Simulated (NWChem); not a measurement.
Molecule: CH4AlClO; SMILES [Cl][Al]([CH3])[OH]

```xyz
8

Al    -0.0663    -0.4075     0.0001
Cl     0.1130     1.7137     0.0000
C      1.5016    -1.5586     0.0000
H      1.2111    -2.6145     0.0039
H      2.1293    -1.3723     0.8793
H      2.1249    -1.3778    -0.8837
O     -1.6387    -1.0755     0.0000
H     -2.4250    -0.5150    -0.0002
```
Atoms are numbered in this order, from 1.

All runs: NWChem. Pople sets run with spherical d functions. The geometry was optimised at B3LYP/6-31G* (spherical d).

**Question.** Estimate the computed values for BP86/6-31G*. Quantities: highest occupied level (eV); orbital gap (eV); dipole (D).

**Answer.** 
```yaml
highest occupied level (eV): -7.28
orbital gap (eV): 6.28
dipole (D): 1.04
```
